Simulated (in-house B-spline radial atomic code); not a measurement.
Cu⁺. Computed with a B-spline radial atomic code. Model: non-relativistic spherical atom: semilocal Troullier-Martins pseudo-atom, one channel per l, against all electrons, high spin, G0W0 and RPA with empty states to l = 8, local potential for every l without a channel, a model core (radius 0 = none) keeps its share of the functional.

What the tables leave out is listed at the end.

The pseudopotential gives back the lowest level of each angular momentum of its own functional in the configuration it was made in; a second state of the same l is only approximately right. Exact exchange, RPA and GW see the smooth pseudo-orbitals and miss the exchange with the core, for which the functional's share stands in. The column with an uncorrelated core keeps all orbitals and exact exchange, and so separates missing core correlation from pseudisation. Only the three outermost levels and the lowest empty one were computed. RPA here is direct RPA, with no exchange kernel, and its energies carry an (l + 1/2)⁻⁴ tail. A hybrid on a potential with a model core restores only its own semilocal share of the core's exchange.

Command:
```bash
python run_psgw.py task.json out
```
Settings (lengths in bohr, energies in hartree):
```
Z                      29
electrons              28
configuration          [Ar] 3d10
generated_in           [Ar] 3d10
functional             lda,vwn
core_shells            4
radius_factor          1.15
core_correction        False
```

Time taken, with all properties: 28 s on 1 thread of Arm Neoverse N1 (shared host).

Given: made with LDA VWN5; model core radius 0 bohr; local radius 0.982 bohr; mean-field start LDA VWN5.

Valence shells of the generating configuration: 3p, 3d.

Channel: s 2.449, p 0.723, d 2.084 (radii in bohr).

Computed: largest level miss in the spin-unpolarised generating configuration 0 eV; valence RPA correlation energy all-electron orbitals -1.2204 hartree; all-electron RPA polarisability, core included 6.7433 bohr³; pseudo-atom RPA polarisability 6.9472 bohr³.

```
     level  occupied  mean-field all-electron (eV)  mean-field pseudo minus all (eV)  G0W0 all-electron (eV)  G0W0 uncorrelated core minus all (eV)  G0W0 pseudo minus all (eV)  exchange self-energy all-electron (eV)  exchange self-energy pseudo (eV)
        3d         1                       -14.104                                 0                 -20.313                                  0.098                        0.48                                 -46.216                            -36.24
4s (empty)         0                       -11.831                                 0                 -7.8276                                 -0.058                      -0.941                                 -3.1602                           -3.7266
```

Task: What is the valence RPA correlation energy pseudo?

Result: -1.2356 hartree.

Given: mean-field start PBE0.

Computed: valence RPA correlation energy all-electron orbitals -1.1564 hartree; valence RPA correlation energy pseudo -1.1846 hartree; pseudo-atom RPA polarisability 5.5405 bohr³.

| level | occupied | mean-field all-electron (eV) | mean-field pseudo minus all (eV) | G0W0 all-electron (eV) | G0W0 uncorrelated core minus all (eV) | G0W0 pseudo minus all (eV) | exchange self-energy all-electron (eV) | exchange self-energy pseudo (eV) |
| --- | --- | --- | --- | --- | --- | --- | --- | --- |
| 3d | 1 | -15.954 | 0.02 | -20.396 | 0.101 | 1.07 | -46.522 | -36.605 |
| 4s (empty) | 0 | -10.169 | -0.288 | -7.6212 | -0.049 | -0.872 | -2.6749 | -3.5199 |

Task: What is the all-electron RPA polarisability, core included?

Result: 5.349 bohr³.

Given: mean-field start Hartree-Fock.

Computed: valence RPA correlation energy all-electron orbitals -1.0237 hartree; all-electron RPA polarisability, core included 3.2393 bohr³; pseudo-atom RPA polarisability 3.7314 bohr³.

| level | occupied | mean-field all-electron (eV) | mean-field pseudo minus all (eV) | G0W0 all-electron (eV) | G0W0 uncorrelated core minus all (eV) | G0W0 pseudo minus all (eV) | exchange self-energy all-electron (eV) | exchange self-energy pseudo (eV) |
| --- | --- | --- | --- | --- | --- | --- | --- | --- |
| 3d | 1 | -22.045 | 0.739 | -20.451 | 0.105 | -0.065 | -47.124 | -36.828 |
| 4s (empty) | 0 | -6.3361 | -1.043 | -7.085 | -0.025 | -1.071 | -1.5298 | -3.2016 |

Task: What is the valence RPA correlation energy pseudo?

Result: -1.0774 hartree.

Among the listed levels the largest G0W0 shift of the pseudo-atom is -1.07 eV, for 4s (empty) on the Hartree-Fock start, while leaving the core uncorrelated moves that level by -0.03 eV. So pseudisation and the lost core exchange, not the missing core correlation, make the error. Not in the tables (levels of low weight, unsolved or above zero; the highest and the empty levels are kept at any weight): on LDA the G0W0 levels 3p (pseudo minus all +4.71 eV, weights 0.08 and 0.01); on PBE0 the G0W0 levels 3p (pseudo minus all +5.54 eV, weights 0.53 and 0.18); on Hartree-Fock the G0W0 levels 3p (pseudo minus all -46.39 eV, weights 0.00 and 0.65).
